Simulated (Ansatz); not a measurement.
Reaction (ligand exchange at the Si–O bond): `O[SiH2][SiH2]F` + H–F → `F[SiH2][SiH2]F` + H₂O

Gas-phase electronic energies from Ansatz, PBE0-D4/def2-TZVP geometries. CCSD(T)/CBS is frozen-core, at the limit of the def2 triple- and quadruple-zeta sets. Functionals use def2-TZVPP. B3LYP here is the variant with VWN-RPA as its local correlation; programs differ in this. Each species was taken in one conformer, which may not be the lowest.

```json
{"level": "PBE-D4", "ΔE (kcal/mol)": "-9.3", "difference from CCSD(T)/CBS": "0.3"}
{"level": "r2SCAN-D4", "ΔE (kcal/mol)": "-10.0", "difference from CCSD(T)/CBS": "-0.4"}
{"level": "PBE0-D4", "ΔE (kcal/mol)": "-9.1", "difference from CCSD(T)/CBS": "0.5"}
{"level": "B3LYP-D4", "ΔE (kcal/mol)": "-9.9", "difference from CCSD(T)/CBS": "-0.3"}
{"level": "ωB97M-V", "ΔE (kcal/mol)": "-9.8", "difference from CCSD(T)/CBS": "-0.2"}
{"level": "PBE", "ΔE (kcal/mol)": "-9.8", "difference from CCSD(T)/CBS": "-0.2"}
{"level": "r2SCAN", "ΔE (kcal/mol)": "-10.1", "difference from CCSD(T)/CBS": "-0.5"}
{"level": "B3LYP", "ΔE (kcal/mol)": "-10.6", "difference from CCSD(T)/CBS": "-1.0"}
{"level": "HF/def2-TZVPP", "ΔE (kcal/mol)": "-10.9", "difference from CCSD(T)/CBS": "-1.3"}
{"level": "SCS-MP2/def2-TZVPP", "ΔE (kcal/mol)": "-9.4", "difference from CCSD(T)/CBS": "0.2"}
{"level": "CCSD(T)/def2-TZVPP", "ΔE (kcal/mol)": "-9.2", "difference from CCSD(T)/CBS": "0.4"}
{"level": "SCS-MP2/def2-QZVPP", "ΔE (kcal/mol)": "-9.8", "difference from CCSD(T)/CBS": "-0.2"}
{"level": "CCSD(T)/def2-QZVPP", "ΔE (kcal/mol)": "-9.5", "difference from CCSD(T)/CBS": "0.1"}
{"level": "HF/CBS(def2)", "ΔE (kcal/mol)": "-11.4", "difference from CCSD(T)/CBS": "-1.8"}
{"level": "MP2/CBS(def2)", "ΔE (kcal/mol)": "-9.2", "difference from CCSD(T)/CBS": "0.4"}
{"level": "CCSD/CBS(def2)", "ΔE (kcal/mol)": "-9.8", "difference from CCSD(T)/CBS": "-0.2"}
{"level": "CCSD(T)/CBS", "ΔE (kcal/mol)": "-9.6", "difference from CCSD(T)/CBS": "0"}
```

Largest T1 diagnostic among the species: 0.012.

In def2-TZVPP, CCSD(T) changes the Hartree–Fock value by +1.8 kcal/mol (the triples alone add +0.3 kcal/mol) and MP2 by +2.2 kcal/mol. The D4 term adds +0.7 kcal/mol with B3LYP and +0.4 kcal/mol with PBE0; it sums over pairs of atoms, weighted by their polarisabilities, and B3LYP, whose exchange is more repulsive, gets the larger term.
